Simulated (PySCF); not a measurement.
Series N+XY, Y = methyl, computed as singlets and as triplets. All species are isolated molecules in the gas phase. One relaxed conformer stands for each flexible species; it need not be the lowest. Strings in code marks are SMILES.

The LUMO from two functionals at the same geometries (B3LYP-D3(BJ)/def2-TZVP), both in PySCF: PBE-D3(BJ)/def2-TZVP and B3LYP-D3(BJ)/def2-TZVP. B3LYP has the VWN-RPA correlation part, as in Gaussian. 

| species | PBE-D3(BJ)/def2-TZVP (eV) |
|---|---|
| X = methyl, multiplicity 1 (`C[N+]C` (singlet; the order of the spin states depends on the level)) | -11.75 |
| X = mercapto, multiplicity 1 (`C[N+]S` (lower singlet; C–N–S–H torsion 0°)) | -11.22 |
| X = vinyl, multiplicity 1 (`C=C[N+]C` (singlet; the order of the spin states depends on the level; C–C–N–C torsion 180°)) | -11.39 |
| X = formyl, multiplicity 1 (`[N+](C=O)C` (singlet; the order of the spin states depends on the level; C–N–C–O torsion 87°)) | -11.89 |

### Question
What does B3LYP-D3(BJ)/def2-TZVP give for each?

### Answer

- X = methyl, multiplicity 1 (`C[N+]C` (singlet; the order of the spin states depends on the level)): -10.99
- X = mercapto, multiplicity 1 (`C[N+]S` (lower singlet; C–N–S–H torsion 0°)): -10.49
- X = vinyl, multiplicity 1 (`C=C[N+]C` (singlet; the order of the spin states depends on the level; C–C–N–C torsion 180°)): -10.64
- X = formyl, multiplicity 1 (`[N+](C=O)C` (singlet; the order of the spin states depends on the level; C–N–C–O torsion 87°)): -11.12
Over these rows, drawn at random from the members with no instability flagged (it was tested for open shells, ions and some series alone), PBE minus B3LYP-D3(BJ): mean -0.75 eV, from -0.76 eV to -0.73 eV.
